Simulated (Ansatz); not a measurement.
```xyz
14

C     0.870    0.949   -2.507
C     0.537    0.940   -1.211
B     0.255   -0.384   -0.470
B    -0.175   -0.506    1.136
C    -1.641   -0.566    1.695
S     1.144   -0.587    2.352
H     1.059    1.866   -3.062
H     0.963    0.019   -3.061
H     0.461    1.903   -0.707
H     0.393   -1.389   -1.123
H    -1.716   -0.658    2.781
H    -2.194    0.329    1.387
H    -2.175   -1.409    1.242
H     2.220   -0.506    1.548
```

Charge 0, multiplicity 1.

Question: List the r2SCAN/def2-TZVPP orbital energies in eV (the Gaussian-basis code of Ansatz). (Best estimate.)

Answer: The calculation gave: Occupied: -2409.14, -273.71, -272.92, -272.46, -213.59, -180.18, -179.77, -157.66, -157.55, -157.51, -20.16, -19.29, -17.96, -15.24, -12.93, -12.07, -11.45, -10.38, -10.10, -9.85, -9.21, -8.45, -8.12, -7.54, -6.94, -6.59. Lowest empty: -2.73, -1.14, 0.17, 0.31, 1.56, 2.01, 2.19, 2.56.
